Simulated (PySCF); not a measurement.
## Ionisation energy of Zr by level of theory

Zr [Kr] 4d2 5s2 (3F) → Zr⁺ [Kr] 4d2 5s1 (4F), as a difference of total energies. Computed with PySCF 2.14 in cc-pVDZ-PP with ECP28MDF, with a scalar-relativistic core potential. Correlated levels: valence: 4s2 4p6 frozen. The calculations carry no spin-orbit coupling.

```csv
method,ionisation energy (eV),error (eV)
UHF,5.228,-1.411
PBE0,6.327,-0.312
MN15,6.899,+0.260
MP2 (valence),6.046,-0.593
SCS-MP2 (valence),6.211,-0.428
```

Reference: 6.639 eV (measured; NIST levels, between the centres of gravity of the two terms).

Errors of the correlated levels include the incompleteness of this basis and the frozen core.

MP2 underrates the near-degeneracy of ns² with np² in the lower species.
